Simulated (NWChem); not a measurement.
All runs are NWChem calculations. System: Sb, charge 0, spin multiplicity 4. Its SCF solution wasn't tested for a lower state. Level: PBE/x2c-SVPall-2c, spin-orbit ZORA.

Job file:

```
start mol
memory heap 200 mb stack 900 mb global 1100 mb
geometry units angstroms nocenter noautoz noautosym
  Sb     0.000000     0.000000     0.000000
end
basis spherical
  * library x2c-svpall-2c
end
relativistic
  zora on
end
dft
  xc xpbe96 cpbe96
  odft
  mult 4
  semidirect memsize 60000000 filesize 0
  iterations 100
  grid fine
end
task sodft energy
```

NWChem printed:

```
             Northwest Computational Chemistry Package (NWChem) 7.3.0
             --------------------------------------------------------

                                NWChem Input Module
                                -------------------

 Scaling coordinates for geometry "geometry" by  1.889725989
 (inverse scale =  0.529177249)

                             Geometry "geometry" -> ""
                             -------------------------

 Output coordinates in angstroms (scale by  1.889725989 to convert to a.u.)

  No.       Tag          Charge          X              Y              Z
 ---- ---------------- ---------- -------------- -------------- --------------
    1 Sb                  51.0000     0.00000000     0.00000000     0.00000000

 Effective nuclear repulsion energy (a.u.)       0.0000000000

            Nuclear Dipole moment (a.u.)
            ----------------------------
        X                 Y               Z
 ---------------- ---------------- ----------------
     0.0000000000     0.0000000000     0.0000000000


 Summary of "ao basis" -> "" (spherical)
 ------------------------------------------------------------------------------
       Tag                 Description            Shells   Functions and Types
 ---------------- ------------------------------  ------  ---------------------
 *                       x2c-svpall-2c                on all atoms

  pbe96 is a nonlocal functional; adding pw91lda local functional.

                                 NWChem DFT Module
                                 -----------------

 Summary of "ao basis" -> "ao basis" (spherical)
 ------------------------------------------------------------------------------
       Tag                 Description            Shells   Functions and Types
 ---------------- ------------------------------  ------  ---------------------
 Sb                      x2c-svpall-2c              18       50   6s8p4d

 Summary of "ao basis" -> "ao basis" (spherical)
 ------------------------------------------------------------------------------
       Tag                 Description            Shells   Functions and Types
[...]
    11     0.049005  -0.156003  1 Sb py                10    -0.156003  -0.049005  1 Sb px
     8    -0.015337   0.048823  1 Sb py                 7     0.048823   0.015337  1 Sb px

 Vector   52  Occ=0.000000D+00  E=-1.285940D-01
              MO Center= -2.0D-15,  8.5D-16, -2.7D-15, r^2= 8.6D-02
  Bfn.         Coefficient        Function           Bfn.         Coefficient        Function
  ----     -------------------  ------------         ----     -------------------  ------------
    72    -0.503941   0.000477  1 Sb px                73    -0.000477  -0.503941  1 Sb py
    69    -0.287213   0.000272  1 Sb px                70    -0.000272  -0.287213  1 Sb py
    63     0.283811  -0.000269  1 Sb px                64     0.000269   0.283811  1 Sb py
    24     0.154780  -0.000147  1 Sb pz                61    -0.000095  -0.100673  1 Sb py
    60    -0.100673   0.000095  1 Sb px                12     0.086898  -0.000082  1 Sb pz

 Vector   53  Occ=0.000000D+00  E=-1.219943D-01
              MO Center=  1.1D-15, -6.1D-16,  2.2D-16, r^2= 3.0D-02
  Bfn.         Coefficient        Function           Bfn.         Coefficient        Function
  ----     -------------------  ------------         ----     -------------------  ------------
    74    -0.704604   0.215016  1 Sb pz                65     0.386452  -0.117929  1 Sb pz
    71    -0.365412   0.111508  1 Sb pz                62    -0.173824   0.053044  1 Sb pz
    23     0.026975   0.088395  1 Sb py                22    -0.088395   0.026975  1 Sb px
    59     0.055364  -0.016895  1 Sb pz                11     0.015724   0.051528  1 Sb py
    10    -0.051528   0.015724  1 Sb px                14    -0.011423  -0.037432  1 Sb py

 Vector   54  Occ=0.000000D+00  E=-1.152592D-01
              MO Center= -2.6D-28, -1.5D-28,  1.3D-28, r^2= 7.2D-27
  Bfn.         Coefficient        Function           Bfn.         Coefficient        Function
  ----     -------------------  ------------         ----     -------------------  ------------
    73    -0.534854  -0.065411  1 Sb py                72     0.065411  -0.534854  1 Sb px
    64     0.286455   0.035033  1 Sb py                63    -0.035033   0.286455  1 Sb px
    70    -0.254499  -0.031125  1 Sb py                69     0.031125  -0.254499  1 Sb px
    61    -0.151667  -0.018548  1 Sb py                60     0.018548  -0.151667  1 Sb px
    58     0.051857   0.006342  1 Sb py                57    -0.006342   0.051857  1 Sb px

   alpha - beta orbital overlaps
   -----------------------------

   alpha      1      2      3      4      5      6      7      8      9     10
    beta      1      2      3      4      5      5      7      8      9     10
 overlap   1.168  1.516  1.810  1.871  0.881  0.267  1.259  1.259  1.259  1.726

   alpha     11     12     13     14     15     16     17     18     19     20
    beta     11     12     13     14     15     13     14     15     13     14
 overlap   1.726  1.725  1.207  1.207  1.207  0.011  0.011  0.011  0.091  0.091

   alpha     21     22     23     24     25     26     27     28     29     30
    beta     15     13     14     15     10     11     12      7      8      9
 overlap   0.091  0.025  0.025  0.025  0.024  0.024  0.024  0.079  0.079  0.079

   alpha     31     32     33     34     35     36     37     38     39     40
    beta     31     32     33     34     35     36     37     38     39     40
 overlap   1.136  1.136  1.136  1.136  1.136  1.099  1.099  1.099  1.099  1.099

   alpha     41     42     43     44     45     46     47     48     49     50
    beta     36     37     38     39     40     36     37     38     39     40
 overlap   0.044  0.044  0.044  0.044  0.044  0.023  0.023  0.023  0.023  0.023

     --------------------------
     Expectation value of S2:
     --------------------------
      <S2> =      3.7143 (Exact =     3.7500)

 Task  times  cpu:        8.0s     wall:        8.0s

 Total times  cpu:        8.1s     wall:        8.1s
```
